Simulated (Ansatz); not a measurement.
GeH3 (SMILES [GeH3]) moved off its minimum; all values from Ansatz (a first-principles code), cores frozen in correlated methods. Open shells are unrestricted.
(charge 0, multiplicity 2)
```xyz
4

Ge    -0.05073    -0.04338     0.17364
H     -0.77160    -1.23229    -0.50989
H     -0.62951     1.24654    -0.44330
H      1.41202    -0.15496    -0.50096
```

**Question.** Give the forces (eV/Å), the total energy and the dipole at CCSD(T)/aug-cc-pVTZ.

**Answer.** 
```
atom      Fx      Fy      Fz
----  ------  ------  ------
Ge1    1.019  -0.213  -1.267
H2    -0.265  -0.129   0.309
H3    -0.205   0.236   0.246
H4    -0.549   0.106   0.713
```
Energy -2077.2459 hartree, dipole 0.53 D.
